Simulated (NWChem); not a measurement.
System: C2H5ITe; SMILES [Te](CC)I

Output (shortened):

```
             Northwest Computational Chemistry Package (NWChem) 7.3.0
             --------------------------------------------------------

 C1  symmetry detected

                             Geometry "geometry" -> ""
                             -------------------------

 Output coordinates in angstroms (scale by  1.889725989 to convert to a.u.)

  No.       Tag          Charge          X              Y              Z
 ---- ---------------- ---------- -------------- -------------- --------------
    1 Te                  52.0000     0.64367483     1.05575548    -0.03961808
    2 I                   53.0000    -0.00753852    -1.58049907     0.00680834
    3 C                    6.0000    -1.29634082     1.79198342     0.59693209
    4 C                    6.0000    -2.42299831     1.56592769    -0.38606790
    5 H                    1.0000    -1.09517338     2.86380360     0.76511792
    6 H                    1.0000    -1.48907662     1.33528057     1.57802777
    7 H                    1.0000    -2.58221084     0.49291658    -0.57275881
    8 H                    1.0000    -2.22474576     2.05140963    -1.35295201
    9 H                    1.0000    -3.36430836     1.97628904     0.01667804

 Effective nuclear repulsion energy (a.u.)     868.8547085624

                                 NWChem DFT Module
                                 -----------------

 Summary of "ao basis" -> "ao basis" (spherical)
 ------------------------------------------------------------------------------
       Tag                 Description            Shells   Functions and Types
 ---------------- ------------------------------  ------  ---------------------
 Te                         def2-svp                10       26   4s4p2d
 I                          def2-svp                10       26   4s4p2d
 C                          def2-svp                 6       14   3s2p1d
 H                          def2-svp                 3        5   2s1p

            General Information
            -------------------
          SCF calculation type: DFT
          Wavefunction type:  closed shell.
          No. of atoms     :     9
          No. of electrons :    66
           Alpha electrons :    33
            Beta electrons :    33
          Charge           :     0
          Spin multiplicity:     1
          Use of symmetry is: off; symmetry adaption is: off
          Maximum number of iterations: 150
          AO basis - number of functions:   105
                     number of shells:    47
          Convergence on energy requested:  1.00D-06
          Convergence on density requested:  1.00D-05
          Convergence on gradient requested:  5.00D-04

              XC Information
              --------------
                          KT2 Method XC Functional
                        Slater Exchange Functional  1.072 local
                           KT1 gradient correction  1.000 non-local
            Perdew 1991 LDA Correlation Functional  0.577 local

             Grid Information
             ----------------
          Grid used for XC integration:  medium
          Radial quadrature: Mura-Knowles
          Angular quadrature: Lebedev.
          Tag              B.-S. Rad. Rad. Pts. Rad. Cut. Ang. Pts.
          ---              ---------- --------- --------- ---------
          Te                  1.40      123          11.0       590
          I                   1.40      123          12.0       590
          C                   0.70       49          11.0       434
          H                   0.35       45          12.0       434
          Grid pruning is: on
          Number of quadrature shells:   569
          Spatial weights used:  Erf1

      Superposition of Atomic Density Guess
      -------------------------------------

 Sum of atomic energies:        -736.09685438

      Non-variational initial energy
      ------------------------------

 Total energy =    -642.935876
 1-e energy   =   -1667.783656
 2-e energy   =     733.780519
 HOMO         =      -0.218334
 LUMO         =      -0.077123

     ---------------------------------------------
      Total Density - Mulliken Population Analysis
     ---------------------------------------------

    Atom       Charge   Shell Charges
 -----------   ------   -------------------------------------------------------
    1 Te  24    23.76   1.77  0.27  1.21  0.66  2.89  3.14  1.89  1.86  9.85  0.23
    2 I   25    25.24   1.83  0.22  1.23  0.68  2.93  3.13  2.56  2.64  9.83  0.20
    3 C    6     6.29   1.99  0.95  0.31  1.89  1.13  0.03
    4 C    6     6.25   1.99  0.96  0.19  2.05  1.04  0.03
    5 H    1     0.88   0.67  0.19  0.02
    6 H    1     0.88   0.67  0.18  0.02
    7 H    1     0.90   0.67  0.20  0.03
    8 H    1     0.90   0.67  0.20  0.02
    9 H    1     0.90   0.67  0.20  0.02

   convergence    iter        energy       DeltaE   RMS-Dens  Diis-err
 ---------------- ----- ----------------- --------- --------- ---------
 d= 0,ls=0.0,diis     1   -649.4835099627 -9.41D+02  1.35D-02  5.16D-01
 d= 0,ls=0.0,diis     2   -649.4717575961  1.18D-02  1.00D-02  2.96D-01
 d= 0,ls=0.0,diis     3   -649.4931867769 -2.14D-02  5.45D-03  1.56D-01
 d= 0,ls=0.0,diis     4   -649.5223389802 -2.92D-02  1.67D-03  1.43D-02
 d= 0,ls=0.0,diis     5   -649.5250046554 -2.67D-03  2.90D-04  5.13D-04
  Resetting Diis
 d= 0,ls=0.0,diis     6   -649.5251063845 -1.02D-04  4.82D-05  1.96D-05
 d= 0,ls=0.0,diis     7   -649.5251094128 -3.03D-06  2.51D-05  8.74D-07
 d= 0,ls=0.0,diis     8   -649.5251092196  1.93D-07  1.72D-05  1.97D-06
 d= 0,ls=0.0,diis     9   -649.5251095462 -3.27D-07  4.19D-06  1.17D-07

         Total DFT energy =     -649.525109546210
      One electron energy =    -1672.085910528490
           Coulomb energy =      791.994976102478
    Exchange-Corr. energy =      -60.501435527094
 Nuclear repulsion energy =      291.067260406897

 Numeric. integr. density =       65.999974896715

                       DFT Final Molecular Orbital Analysis
                       ------------------------------------

 Vector   31  Occ=2.000000D+00  E=-2.513871D-01
              MO Center=  9.2D-02, -9.6D-01, -6.5D-04, r^2= 3.2D+00
   Bfn.  Coefficient  Atom+Function         Bfn.  Coefficient  Atom+Function
  ----- ------------  ---------------      ----- ------------  ---------------
    39      0.498442  2 I  pz                42      0.435435  2 I  pz
    13      0.238101  1 Te pz                16      0.207172  1 Te pz
    36     -0.200277  2 I  pz                37      0.175546  2 I  px
    33     -0.162477  2 I  pz                40      0.152220  2 I  px
    10     -0.094036  1 Te pz                11      0.080602  1 Te px

 Vector   32  Occ=2.000000D+00  E=-2.357509D-01
              MO Center= -8.8D-02, -1.1D+00,  3.9D-02, r^2= 3.6D+00
   Bfn.  Coefficient  Atom+Function         Bfn.  Coefficient  Atom+Function
  ----- ------------  ---------------      ----- ------------  ---------------
    37      0.529311  2 I  px                40      0.478516  2 I  px
    34     -0.211935  2 I  px                39     -0.185064  2 I  pz
    31     -0.171694  2 I  px                42     -0.167840  2 I  pz
    11     -0.151065  1 Te px                56      0.140292  3 C  px
    55      0.126203  3 C  s                  4     -0.110656  1 Te s

 Vector   33  Occ=2.000000D+00  E=-1.827657D-01
              MO Center=  4.3D-01,  4.9D-01, -2.0D-02, r^2= 3.9D+00
   Bfn.  Coefficient  Atom+Function         Bfn.  Coefficient  Atom+Function
  ----- ------------  ---------------      ----- ------------  ---------------
    13      0.514214  1 Te pz                16      0.492440  1 Te pz
    39     -0.299896  2 I  pz                42     -0.294886  2 I  pz
    10     -0.198305  1 Te pz                11      0.156058  1 Te px
     7     -0.154376  1 Te pz                14      0.152620  1 Te px
    69      0.126285  4 C  s                 36      0.118651  2 I  pz

 Vector   34  Occ=0.000000D+00  E=-1.244777D-01
              MO Center=  3.6D-01,  6.0D-02, -1.4D-02, r^2= 5.0D+00
   Bfn.  Coefficient  Atom+Function         Bfn.  Coefficient  Atom+Function
  ----- ------------  ---------------      ----- ------------  ---------------
    15      0.648666  1 Te py                41      0.571804  2 I  py
    12      0.492458  1 Te py                38      0.394780  2 I  py
     3     -0.218382  1 Te s                 30      0.215556  2 I  s
    29      0.207020  2 I  s                  9     -0.185777  1 Te py
    35     -0.157875  2 I  py                40      0.156137  2 I  px

 Vector   35  Occ=0.000000D+00  E=-4.427996D-02
              MO Center=  6.2D-02,  1.1D+00,  1.2D-01, r^2= 4.4D+00
   Bfn.  Coefficient  Atom+Function         Bfn.  Coefficient  Atom+Function
  ----- ------------  ---------------      ----- ------------  ---------------
    55      0.992446  3 C  s                 14      0.840764  1 Te px
     4     -0.498762  1 Te s                 59      0.489655  3 C  px
    11      0.340913  1 Te px                56      0.325459  3 C  px
    16     -0.265292  1 Te pz                54      0.242224  3 C  s
    15     -0.225867  1 Te py                 3     -0.224692  1 Te s

 Vector   36  Occ=0.000000D+00  E= 3.774373D-02
              MO Center= -2.0D+00,  1.8D+00,  2.7D-01, r^2= 6.1D+00
   Bfn.  Coefficient  Atom+Function         Bfn.  Coefficient  Atom+Function
  ----- ------------  ---------------      ----- ------------  ---------------
    69      1.686751  4 C  s                 55      0.997627  3 C  s
   102     -0.995026  9 H  s                 82     -0.959846  5 H  s
    87     -0.787479  6 H  s                 92     -0.688344  7 H  s
    97     -0.686808  8 H  s                 61      0.501898  3 C  pz
    60      0.351589  3 C  py                 3      0.322530  1 Te s

     ---------------------------------------------
      Total Density - Mulliken Population Analysis
     ---------------------------------------------

[...]
```

Level: KT2/def2-SVP with def2 effective core potentials on Te, I. All runs use the structure optimised with PBE0/def2-SVP. Not confirmed as a minimum by frequencies. def2 effective core potentials on Te, I; no spin-orbit coupling.

Which NWChem input produces such a log?

Several could match; the one computed here: the input that was run:
```
start job
memory heap 200 mb stack 900 mb global 1100 mb
geometry units angstroms noautoz
  Te     0.642485     1.044881    -0.019015
  I      0.035978    -1.601827     0.037184
  C     -1.316855     1.751651     0.591191
  C     -2.428388     1.500129    -0.402780
  H     -1.135948     2.827800     0.754682
  H     -1.512740     1.297856     1.573012
  H     -2.567121     0.423394    -0.584301
  H     -2.227639     1.982882    -1.370515
  H     -3.381036     1.896776    -0.013167
end
basis spherical
  * library def2-svp
end
ecp
  Te library def2-ecp
  I library def2-ecp
end
dft
  xc kt2
  iterations 150
  mulliken
end
task dft energy
```
